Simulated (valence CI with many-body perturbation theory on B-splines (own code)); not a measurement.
**E1 line list for Sr⁶⁺**

Computed by configuration interaction combined with many-body perturbation theory (CI+MBPT): four valence electrons over a frozen Dirac-Fock core [Ar] 3d10, a basis of 11 s, 11 p, 10 d, 8 f, 5 g, 2 h functions for each j, with the one-electron correlation potential Σ1, the two-electron term Σ2, the three-electron term Σ3, Breit, model QED; selected CI, second order for the rest (own B-spline code, finite nucleus).

Against 13 measured levels this calculation errs by 110 cm⁻¹ on average and by 272 at most. These come from a selection out of Sansonetti, J. Phys. Chem. Ref. Data 41, 013102 (2012). Levels without a partner in it may be off by more. Among the levels kept, up to 910 cm⁻¹ of a level comes from second order outside the variational space, and about a tenth of that is noise between levels of different J, which matters for small intervals.

Lines 51 to 100 of 569 in falling wavelength, among levels below 74.239 eV, chosen from the strongest by gf and those to the six lowest levels. Wavelengths and rates use the calculated energies, so an error of 100 cm⁻¹ moves a line at 157.1 nm by 0.16 % and its rate by three times that or more. Electric multipoles are in the length gauge, E1 and E2 with the static RPA response of the core. Weak lines are less certain than strong ones. Lines between different terms over intervals too small for the method are left out, as are lines whose strength nearly cancels. Where a level lies close to another of its J and parity, the split of strength between their lines is uncertain. The highest levels of a list are the least certain.

Names give the largest LS component (configuration and term), which can be under half, so a name can repeat, a term be missing and a line seem to break the LS rules; names also repeat where a configuration has a term twice. Letters in brackets count levels of one name in rising energy.

```tsv
λ vac (nm)	Upper	Lower	A (s⁻¹)	S (a.u.) with core polarisation	S without
157.1	4s.4p2.5p 5P°_2 [b]	4s.4p2.5s 5P_3	5.32e+08	5.09e+00	5.16e+00
157.0	4p3.4d 3D°_3	4s.4p2.5s 5P_3	1.62e+08	2.16e+00	2.20e+00
156.2	4s2.4p.5d 3P°_2	4s2.4p.4f 1F_3	1.08e+08	1.01e+00	1.01e+00
156.1	4s2.4p.5d 3F°_3	4s.4p2.4d 3F_4 [c]	8.08e+07	1.06e+00	1.06e+00
155.7	4s.4p2.5p 3P°_0	4s.4p2.5s 3P_1	8.59e+08	1.60e+00	1.63e+00
153.6	4s2.4p.5p 3S_1	4s2.4p.5s 3P°_2	7.27e+08	3.90e+00	3.95e+00
153.2	4s2.4p.5p 1D_2	4s2.4p.5s 1P°_1	8.53e+08	7.57e+00	7.66e+00
152.3	4s.4p2.5p 3D°_1	4s.4p2.5s 5P_2	3.22e+08	1.68e+00	1.71e+00
151.4	4p3.4d 5D°_4	4s.4p2.5s 5P_3	2.26e+08	3.49e+00	3.54e+00
151.4	4s2.4p.6p 3D_1	4s2.4p.5d 3F°_2	1.13e+09	5.80e+00	5.77e+00
150.2	4s.4p2.5p 3P°_1	4s.4p2.5s 3P_1	2.14e+08	1.07e+00	1.09e+00
149.4	4s2.4p.6p 3P_1	4s2.4p.5d 3D°_2	8.45e+08	4.17e+00	4.15e+00
149.1	4s2.4p.5d 1P°_1	4s2.4p.4f 1D_2	2.21e+08	1.08e+00	1.08e+00
149.1	4s2.4p.6p 3D_2	4s2.4p.5d 3F°_3	1.33e+09	1.09e+01	1.08e+01
148.1	4s.4p2.5p 5P°_3	4s.4p2.5s 5P_2	2.11e+08	2.37e+00	2.41e+00
147.8	4s.4p2.5p 3D°_2	4s.4p2.5s 5P_2	1.22e+08	9.68e-01	9.76e-01
147.7	4s.4p2.5p 5P°_2 [a]	4s.4p2.5s 5P_1	4.44e+08	3.53e+00	3.59e+00
146.9	4s.4p2.4d 3D_2 [a]	4s2.4p.5s 3P°_1	1.11e+08	8.71e-01	8.81e-01
146.8	4s2.4p.5d 3P°_1	4s.4p2.4d 3D_2 [d]	2.28e+08	1.07e+00	1.06e+00
145.4	4s2.4p.6p 3P_0	4s2.4p.5d 3D°_1	1.23e+09	1.87e+00	1.87e+00
143.0	4s.4p2.5p 3D°_3	4s.4p2.5s 5P_3	2.46e+08	2.49e+00	2.53e+00
143.0	4s2.4p.6p 3D_2	4s2.4p.5d 3F°_2	1.60e+08	1.15e+00	1.15e+00
141.0	4s2.4p.5d 3D°_2	4s.4p2.4d 3F_3 [c]	2.19e+08	1.52e+00	1.51e+00
140.7	4s2.4p.5d 3P°_2	4s.4p2.4d 3D_3 [c]	1.61e+08	1.11e+00	1.10e+00
136.6	4s2.4p.5d 3D°_1	4s2.4p.4f 3F_2 [a]	3.41e+08	1.28e+00	1.27e+00
133.7	4s2.4p.5d 3D°_3	4s.4p2.4d 3F_4 [c]	1.20e+08	9.87e-01	9.82e-01
128.8	4s2.4p.5p 1S_0	4s2.4p.5s 1P°_1	1.62e+09	1.70e+00	1.73e+00
124.0	4s2.4p.5d 1P°_1	4s2.4p.5p 1S_0	1.47e+09	4.16e+00	4.18e+00
122.5	4s2.4p.5d 3D°_3	4s.4p2.4d 3F_4 [b]	1.50e+08	9.55e-01	9.43e-01
122.2	4s2.4p.5d 3F°_3	4s2.4p.5p 3P_2	1.10e+08	6.95e-01	6.98e-01
119.8	4s2.4p.5d 1D°_2	4s2.4p.5p 1D_2	2.10e+08	8.92e-01	8.90e-01
117.9	4s2.4p.5d 3D°_3	4s2.4p.5p 1D_2	1.23e+08	6.98e-01	7.01e-01
117.5	4s2.4p.5d 3D°_1	4s2.4p.5p 3P_1 [b]	3.37e+08	8.10e-01	8.12e-01
115.8	4s2.4p.5d 3F°_3	4s.4p2.4d 3D_2 [a]	3.17e+08	1.70e+00	1.71e+00
114.5	4s2.4p.5d 3P°_2	4s2.4p.5p 1D_2	4.36e+08	1.62e+00	1.62e+00
110.8	4s2.4p.5d 3F°_2	4s2.4p.5p 3D_2	4.25e+08	1.43e+00	1.44e+00
110.4	4s2.4p.5d 1F°_3	4s2.4p.5p 1D_2	3.28e+09	1.53e+01	1.54e+01
109.8	4s2.4p.5d 3P°_2	4s2.4p.5p 3S_1	1.63e+09	5.32e+00	5.36e+00
109.5	4s2.4p.5d 1D°_2	4s2.4p.5p 3P_2	6.57e+08	2.13e+00	2.14e+00
109.0	4s2.4p.5d 3P°_1	4s2.4p.5p 3S_1	1.90e+09	3.64e+00	3.67e+00
108.7	4s2.4p.5d 3D°_1	4s2.4p.5p 3P_0	1.90e+09	3.62e+00	3.64e+00
108.3	4s2.4p.5d 3D°_2	4s2.4p.5p 3P_1 [a]	3.13e+09	9.79e+00	9.86e+00
108.0	4s2.4p.5d 3D°_3	4s2.4p.5p 3P_2	2.14e+09	9.33e+00	9.39e+00
107.9	4s2.4p.5d 3D°_3	4s2.4p.5p 3D_3	1.06e+09	4.62e+00	4.64e+00
107.7	4s2.4p.5d 3P°_0	4s2.4p.5p 3S_1	2.97e+09	1.83e+00	1.84e+00
107.4	4s2.4p.5d 3F°_3	4s2.4p.5p 3D_2	3.34e+09	1.43e+01	1.44e+01
107.2	4s2.4p.5d 3F°_4	4s2.4p.5p 3D_3	3.10e+09	1.70e+01	1.71e+01
105.9	4s2.4p.5d 1D°_2	4s2.4p.5p 3P_1 [b]	1.95e+09	5.71e+00	5.75e+00
105.1	4s2.4p.5d 3P°_2	4s2.4p.5p 3P_2	1.42e+09	4.06e+00	4.09e+00
104.8	4s2.4p.5d 3F°_4	4s.4p2.4d 3D_3 [a]	2.20e+08	1.12e+00	1.13e+00
```
